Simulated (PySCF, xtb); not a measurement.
MoCl₄H₂, SMILES [Cl][MoH2]([Cl])([Cl])[Cl], multiplicity 1.

GFN2-xTB (xtb) at its own geometry gives an orbital gap of 1.69 eV and a dipole moment of 2.67 D.

Geometry: B3LYP-D3(BJ)/def2-SVP. The spin state was assumed, not searched. The structure was generated by enumeration; whether it is a known compound was not checked. The def2 effective core potentials stand for the cores of Mo; spin–orbit coupling is left out.

**Question.** What does PBE/def2-TZVP run with PySCF give? (Estimate from the structure and the level; the computed values follow.)

**Answer.** gap 1.36 eV (levels -7.04 and -5.69 eV), dipole 0.15 D.
